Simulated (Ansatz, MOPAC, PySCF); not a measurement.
System: MgCl (charge +1, singlet). SMILES: [Mg+][Cl]
Geometry from a B3LYP-D3(BJ)/def2-TZVP (Ansatz, an electronic-structure program) optimisation:
```xyz
2

Mg     0.0000     0.0000    -1.2414
Cl     0.0000     0.0000     0.8763
```
Charge +1, spin multiplicity 1.

Unscaled harmonic wavenumbers (cm⁻¹) in rising order, each level at the stationary point that it reaches from this structure (no distance between atoms moves by over 0.3 Å); the order of modes can differ between levels, and a negative number is imaginary. B3LYP-D3(BJ)/def2-TZVP (PySCF, at the structure above): 541.

AM1 (MOPAC): 544. Zero-point energy 0.8 against 0.8 kcal/mol; where all levels lie over 400 cm⁻¹, the wavenumbers are on average 1.006 times those of B3LYP-D3(BJ)/def2-TZVP.

PM3 (MOPAC): 951. Zero-point energy 1.4 against 0.8 kcal/mol; where all levels lie over 400 cm⁻¹, the wavenumbers are on average 1.759 times those of B3LYP-D3(BJ)/def2-TZVP.

HF/3-21G (Ansatz): 519. Zero-point energy 0.7 against 0.8 kcal/mol; where all levels lie over 400 cm⁻¹, the wavenumbers are on average 0.960 times those of B3LYP-D3(BJ)/def2-TZVP.

B3LYP/6-31G* (Ansatz): 533. Zero-point energy 0.8 against 0.8 kcal/mol; where all levels lie over 400 cm⁻¹, the wavenumbers are on average 0.986 times those of B3LYP-D3(BJ)/def2-TZVP.
